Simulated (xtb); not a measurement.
F4MoO (SMILES [O]=[Mo]([F])([F])([F])[F]), singlet, geometry from GFN2-xTB (such geometries of metal compounds can be far from the true shape), atoms displaced at random by about 0.06 Å a coordinate; GFN2-xTB (xtb 6.7.1).

Here is a job for xtb.
```
$ xtb mol.xyz --gfn 2 --chrg 0 --uhf 0 --opt --json

# file mol.xyz
6

Mo     0.01842376    -0.08513390     0.02965044
O      1.12958870    -0.52713638     1.04246597
F     -1.14507393     0.57383710    -1.10337472
F      0.05200777     1.54717675     0.73831689
F      1.03197586    -0.26596495    -1.52325649
F     -1.22924418    -1.11072512     0.44005858
```

The log (banner, timings and long lists left out):

```
   ID    Z sym.   atoms
    1   42 Mo     1
    2    8 O      2
    3    9 F      3-6

           -------------------------------------------------
          |                Calculation Setup                |
           -------------------------------------------------

           -------------------------------------------------
          |                 G F N 2 - x T B                 |
           -------------------------------------------------

          ...................................................
          :                      SETUP                      :
          :.................................................:
          :  # basis functions                  30          :
          :  # atomic orbitals                  29          :
          :  # shells                           13          :
          :  # electrons                        40          :
          :  max. iterations                   250          :
          :  Hamiltonian                  GFN2-xTB          :
          :  restarted?                      false          :
          :  GBSA solvation                  false          :
          :  PC potential                    false          :
          :  electronic temp.          300.0000000     K    :
          :  accuracy                    1.0000000          :
          :  -> integral cutoff          0.2500000E+02      :
          :  -> integral neglect         0.1000000E-07      :
          :  -> SCF convergence          0.1000000E-05 Eh   :
          :  -> wf. convergence          0.1000000E-03 e    :
          :  Broyden damping             0.4000000          :
          :  net charge                          0          :
          :  unpaired electrons                  0          :
          ...................................................

 iter      E             dE          RMSdq      gap      omega  full diag
   1    -25.2762885 -0.252763E+02  0.102E+01    4.38       0.0  T
   2    -25.2962249 -0.199364E-01  0.563E+00    4.75       1.0  T
   3    -25.3157185 -0.194935E-01  0.391E+00    3.85       1.0  T
   4    -25.3199771 -0.425865E-02  0.142E+00    3.90       1.0  T
   5    -25.3204505 -0.473437E-03  0.476E-01    3.93       1.0  T
   6    -25.3206109 -0.160351E-03  0.190E-01    3.89       1.0  T
   7    -25.3206093  0.156408E-05  0.853E-02    3.92       1.0  T
   8    -25.3206186 -0.924271E-05  0.171E-02    3.91       2.4  T
   9    -25.3206187 -0.131573E-06  0.154E-02    3.91       2.6  T
[...]
         :: total energy             -25.243228153185 Eh    ::
 * total energy  :   -25.2432282 Eh     change       -0.4999734E-10 Eh
 * total energy  :   -25.2512496 Eh     change       -0.8021441E-02 Eh
 * total energy  :   -25.2535917 Eh     change       -0.2342069E-02 Eh
 * total energy  :   -25.2541672 Eh     change       -0.5755176E-03 Eh
 * total energy  :   -25.2543529 Eh     change       -0.1856759E-03 Eh
 * total energy  :   -25.2543906 Eh     change       -0.3770562E-04 Eh
 * total energy  :   -25.2544068 Eh     change       -0.1624738E-04 Eh
 * total energy  :   -25.2544201 Eh     change       -0.1331550E-04 Eh
 * total energy  :   -25.2544234 Eh     change       -0.3294460E-05 Eh
   *** GEOMETRY OPTIMIZATION CONVERGED AFTER 9 ITERATIONS ***
         :: total energy             -25.254423420194 Eh    ::
[...]
      -------------------------------------------------------------
                  HL-Gap            0.1480363 Eh            4.0283 eV
             Fermi-level           -0.4312616 Eh          -11.7352 eV

     #   Z          covCN         q      C6AA      α(0)
     1  42 Mo       3.749     1.446   312.961    39.373
     2   8 O        0.804    -0.471    23.187     6.455
     3   9 F        0.736    -0.351    12.922     4.245
     4   9 F        0.736    -0.208    11.324     3.974
     5   9 F        0.736    -0.208    11.324     3.974
     6   9 F        0.736    -0.208    11.320     3.973

 Mol. C6AA /au·bohr⁶  :       1243.886961
 Mol. C8AA /au·bohr⁸  :      68905.191229
 Mol. α(0) /au        :         61.995130

Wiberg/Mayer (AO) data.
largest (>0.10) Wiberg bond orders for each atom

 ---------------------------------------------------------------------------
     #   Z sym  total        # sym  WBO       # sym  WBO       # sym  WBO
 ---------------------------------------------------------------------------
     1  42 Mo   6.593 --     2 O    2.061     6 F    1.189     4 F    1.189
                             5 F    1.189     3 F    0.965
     2   8 O    2.309 --     1 Mo   2.061
     3   9 F    1.160 --     1 Mo   0.965
     4   9 F    1.366 --     1 Mo   1.189
     5   9 F    1.365 --     1 Mo   1.189
     6   9 F    1.366 --     1 Mo   1.189
 ---------------------------------------------------------------------------

Topologies differ in total number of bonds
Writing topology from bond orders to xtbtopo.mol

molecular dipole:
                 x           y           z       tot (Debye)
 q only:       -0.039       0.020      -0.034
   full:       -0.386       0.205      -0.354       1.430
molecular quadrupole (traceless):
                xx          xy          yy          xz          yz          zz
 q only:       -0.978       1.805       1.465      -3.138       1.647      -0.487
  q+dip:       -0.903       1.609       1.295      -2.770       1.440      -0.392
   full:       -1.108       1.984       1.602      -3.427       1.785      -0.494

optimized geometry written to: xtbopt.xyz

           -------------------------------------------------
          | TOTAL ENERGY              -25.254423420194 Eh   |
          | GRADIENT NORM               0.000948306620 Eh/α |
          | HOMO-LUMO GAP               4.028273428952 eV   |
           -------------------------------------------------

normal termination of xtb
```
